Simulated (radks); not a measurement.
Results of a calculation; reference values are marked as such.
Problem. Valence configurations of Sr I (all share [Kr]). Code: a radial shooting solver on a logarithmic mesh with Libxc functionals. Model: Dirac Kohn-Sham, PBE, spin-unpolarised, spherical densities, finite nucleus; open shells fill j = l - 1/2 first; Fermi nuclear charge, rms radius 4.224 fm. Order these by energy: 4d1 5p1; 5s1 5p1; 4d0.5 5s1.5; 4d1 5s0.5 5p0.5; 5s1.5 5p0.5; 4d0.5 5s1 5p0.5; 5s2; 4d1 5s1; 4d1.5 5s0.5; 4d2.

Solution. From the lowest, in eV above it: 5s2 0.000; 5s1.5 5p0.5 1.113; 4d0.5 5s1.5 1.134; 4d0.5 5s1 5p0.5 2.197; 5s1 5p1 2.252; 4d1 5s1 2.303; 4d1 5s0.5 5p0.5 3.327; 4d1.5 5s0.5 3.489; 4d1 5p1 4.368; 4d2 4.682. NIST lists [Kr] 5s2 as the ground configuration; this level of theory agrees among the configurations tried. The energies are those of spherical spin-averaged densities, not of single terms.
